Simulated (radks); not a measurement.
Results of a calculation; reference values are marked as such.
The oxygen anion O2-, [Ne], held by a Watson sphere: a shell of charge +2 at radius R that stands for the Madelung well of a crystal (potential energy -2/R inside, -2/r outside, in hartree with lengths in bohr). Code: a radial shooting solver on a logarithmic mesh with Libxc functionals. Model: scalar-relativistic Kohn-Sham, r2SCAN, spin-polarised, spherical densities, finite nucleus; meta-GGA in the generalised Kohn-Sham scheme; Fermi nuclear charge, rms radius of each element as measured or else 0.836 A^(1/3) + 0.57 fm.

R (bohr) = 2.42: e(1s) (eV) -513.73; e(2s) (eV) -21.665; e(2p) (eV) -6.606; <r> 2p (bohr) 1.571; sum of <r^2> (bohr^2) 24.07; X-ray form factor at sin(theta)/lambda = 0.1 1/angstrom 8.504
R (bohr) = 2.51: e(1s) (eV) -513.64; e(2s) (eV) -21.357; e(2p) (eV) -6.332; <r> 2p (bohr) 1.590; sum of <r^2> (bohr^2) 24.67; X-ray form factor at sin(theta)/lambda = 0.1 1/angstrom 8.477
R (bohr) = 2.66: e(1s) (eV) -513.49; e(2s) (eV) -20.886; e(2p) (eV) -5.904; <r> 2p (bohr) 1.619; sum of <r^2> (bohr^2) 25.67; X-ray form factor at sin(theta)/lambda = 0.1 1/angstrom 8.434
R (bohr) = 2.83: e(1s) (eV) -513.30; e(2s) (eV) -20.407; e(2p) (eV) -5.457; <r> 2p (bohr) 1.652; sum of <r^2> (bohr^2) 26.82; X-ray form factor at sin(theta)/lambda = 0.1 1/angstrom 8.387
R (bohr) = 2.91: e(1s) (eV) -513.21; e(2s) (eV) -20.200; e(2p) (eV) -5.261; <r> 2p (bohr) 1.667; sum of <r^2> (bohr^2) 27.36; X-ray form factor at sin(theta)/lambda = 0.1 1/angstrom 8.365
R (bohr) = 2.93: e(1s) (eV) -513.19; e(2s) (eV) -20.150; e(2p) (eV) -5.213; <r> 2p (bohr) 1.671; sum of <r^2> (bohr^2) 27.50; X-ray form factor at sin(theta)/lambda = 0.1 1/angstrom 8.360
R (bohr) = 3.11: e(1s) (eV) -512.98; e(2s) (eV) -19.729; e(2p) (eV) -4.805; <r> 2p (bohr) 1.704; sum of <r^2> (bohr^2) 28.74; X-ray form factor at sin(theta)/lambda = 0.1 1/angstrom 8.314
R (bohr) = 3.67: e(1s) (eV) -512.40; e(2s) (eV) -18.701; e(2p) (eV) -3.762; <r> 2p (bohr) 1.800; sum of <r^2> (bohr^2) 32.79; X-ray form factor at sin(theta)/lambda = 0.1 1/angstrom 8.184
